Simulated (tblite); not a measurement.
C2H11FNSi3 (doublet state).
Atom-mapped SMILES: `[CH3:1][SiH2:2][SiH:3][C@@H:4]([F:5])[SiH2:6][NH2:7]` (hydrogens: H8, H9, H10 on C1; H11, H12 on Si2; H13 on Si3; H14 on C4; H15, H16 on Si6; H17, H18 on N7)

The geometry is computed with GFN2-xTB (gas phase). This method treats the open shell by occupation alone, without spin polarisation.

Problem. What internal coordinates does the optimisation give?

Solution. 
```csv
bond,length (pm),order
C1–Si2,190.3,single
Si2–Si3,228.7,single
Si3–C4,193.3,single
C4–F5,141.5,single
C4–Si6,192.5,single
Si6–N7,172.1,single
"C1–H8, C1–H9, C1–H10",108.6,single
Si2–H11,147.4,single
Si2–H12,147.7,single
Si3–H13,147.8,single
C4–H14,109.7,single
Si6–H15,146.0,single
Si6–H16,146.2,single
"N7–H17, N7–H18",100.8,single
```

Bonds in one row agree within 1 pm and their mean is given. Orders are formal, as drawn. A selection of angles:
```csv
angle,degrees
Si2–C1–H8,110.9
H8–C1–H9,107.6
C1–Si2–Si3,108.0
C1–Si2–H11,107.8
C1–Si2–H12,106.2
Si3–Si2–H11,106.5
Si3–Si2–H12,122.7
H11–Si2–H12,104.8
Si2–Si3–C4,118.1
Si2–Si3–H13,118.7
C4–Si3–H13,102.7
Si3–C4–F5,106.7
Si3–C4–Si6,118.7
Si3–C4–H14,109.3
F5–C4–Si6,107.5
F5–C4–H14,103.9
Si6–C4–H14,109.6
C4–Si6–N7,115.5
C4–Si6–H15,107.7
C4–Si6–H16,106.5
N7–Si6–H15,105.2
N7–Si6–H16,106.5
H15–Si6–H16,115.8
Si6–N7–H17,119.3
Si6–N7–H18,118.4
H17–N7–H18,109.6
```

Torsions: C1–Si2–Si3–C4 -70° (synclinal); Si2–Si3–C4–F5 -78° (synclinal); Si3–C4–Si6–N7 177° (antiperiplanar).

The 3 C–Si bonds span 1.903 Å (C1–Si2, drawn single) to 1.933 Å (Si3–C4, drawn single), a spread of 0.030 Å. Of the pairs four or more bonds apart, Si6···H9 is among the closest relative to their van der Waals radii: 3.29 Å, 100 % of the sum of Bondi's values. N7 (nitrogen bonded to Si and 2 H) is pyramidal (angles 119.3°, 118.4° and 109.6°, sum 347.2°, 0.25 Å off the plane of its three neighbours). Si3 (silicon bonded to C, Si and H) is pyramidal (angles 118.7°, 118.1° and 102.7°, sum 339.5°, 0.49 Å off the plane of its three neighbours). Si2 (silicon bonded to C, Si and 2 H) is distorted tetrahedral (angles from 104.8° to 122.7°). Si6 (silicon bonded to C, N and 2 H) is distorted tetrahedral (angles from 105.2° to 115.8°).

Point group: C1 (no symmetry element, even within 0.4 Å). Its GFN2-xTB frequencies are all real (lowest 28 cm⁻¹). Torsions: C1–Si2–Si3–C4 -70°, Si2–Si3–C4–F5 -78°, Si3–C4–Si6–N7 177°, C4–Si6–N7–H -72° and 65°. 3 starts were optimised and ended at 0.00, 0.67 and 1.33 kcal/mol (GFN2-xTB); the lowest of these is shown.

One conformer stands for the species.
